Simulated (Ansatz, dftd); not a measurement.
Species: BAsH3, charge 0, doublet. BAsH3 (SMILES B[AsH], doublet).
B3LYP-D3(BJ)/def2-TZVP minimum from Ansatz (a program for electronic structure):
```xyz
5

B     -1.6292    -0.1803    -0.0737
As     0.3699     0.0086    -0.0132
H      0.3740     1.0861     1.0741
H     -2.3335     0.7618     0.1045
H     -2.1025    -1.2296    -0.3755
```
Charge 0, spin multiplicity 2.

Wanted: atomisation energy (electronic, to ground-state atoms), in kcal/mol. Radicals and triplets start from unrestricted determinants; spin-orbit coupling is neglected. Cores are frozen in correlated methods (noble-gas shells, and filled d and f shells in the p block). No relativity. CBS(X,Y): correlation extrapolated as X^-3, Hartree-Fock from the larger set. A bracket is a step between two methods taken in the basis named. Where a partner has so few electrons that a lower coupled-cluster level is exact, that level stands in.

```
level                                                                                             program  atomisation energy (kcal/mol)  difference against the last row
-----------------------------------------------------------------------------------------  --------------  -----------------------------  -------------------------------
HF/cc-pVDZ                                                                                         Ansatz                          229.8                            -81.7
HF/cc-pVTZ                                                                                         Ansatz                          234.0                            -77.5
r2SCAN-D4/def2-TZVPD                                                                       Ansatz + dftd4                          319.9                              8.4
PBE0-D4/def2-TZVPD                                                                         Ansatz + dftd4                          316.3                              4.8
PBE0/def2-TZVPD                                                                                    Ansatz                          315.1                              3.6
CAM-B3LYP-D3(BJ)/def2-TZVPD                                                                Ansatz + dftd3                          321.1                              9.6
wB97M-V/def2-TZVPD                                                                                 Ansatz                          317.2                              5.7
MP2/cc-pVQZ                                                                                        Ansatz                          303.9                             -7.6
MP2/CBS(cc-pVTZ,cc-pVQZ)                                                                           Ansatz                          307.3                             -4.2
CCSD/cc-pVQZ                                                                                       Ansatz                          304.4                             -7.1
CCSD(T)/cc-pVQZ                                                                                    Ansatz                          307.8                             -3.7
CCSDT(Q)/cc-pVDZ                                                                                   Ansatz                          285.4                            -26.1
CCSDTQ/cc-pVDZ                                                                                     Ansatz                          285.3                            -26.2
CCSD(T)/CBS(cc-pVTZ,cc-pVQZ) + [CCSDT(Q) - CCSD(T)]/cc-pVDZ                                        Ansatz                          311.6                              0.1
CCSD(T)/CBS(cc-pVTZ,cc-pVQZ) + [CCSDT(Q) - CCSD(T)]/cc-pVTZ + [CCSDTQ - CCSDT(Q)]/cc-pVDZ          Ansatz                          311.5                              0.0
```
